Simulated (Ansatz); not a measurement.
The same molecule with X = B, Al, Ga. Ansatz, PBE0-D4/def2-TZVP geometries, multiplicity 1.

Scalar relativity is left out up to krypton.

```csv
X,molecule,mean X–C bond length / Å,mean X–S bond length / Å,HOMO energy (ωB97M-V/def2-TZVPP) / eV,HOMO–LUMO gap (ωB97M-V/def2-TZVPP) / eV,HOMO energy (PBE/def2-TZVPP) / eV
B,`CB1CS1`,1.539,1.751,-9.49,10.88,-6.19
Ga,`[CH3][Ga]1[CH2][S]1`,1.933,2.176,-8.51,9.29,-5.36
```

(1) Give the row for X = Al, `[CH3][Al]1[CH2][S]1`. (Estimate.)

Results:

(1) The calculation gave: 
```
 X               molecule  mean X–C bond length / Å  mean X–S bond length / Å  HOMO energy (ωB97M-V/def2-TZVPP) / eV  HOMO–LUMO gap (ωB97M-V/def2-TZVPP) / eV  HOMO energy (PBE/def2-TZVPP) / eV
Al  `[CH3][Al]1[CH2][S]1`                     1.924                     2.120                                  -8.76                                     9.60                              -5.52
```

From B to Ga the mean X–C bond length rises at each step, by 0.394 Å in all; the mean X–S bond length rises at each step, by 0.425 Å in all; the HOMO energy (ωB97M-V/def2-TZVPP) rises at each step, by 0.98 eV in all; the HOMO–LUMO gap (ωB97M-V/def2-TZVPP) falls at each step, by 1.59 eV in all; the HOMO energy (PBE/def2-TZVPP) rises at each step, by 0.83 eV in all.
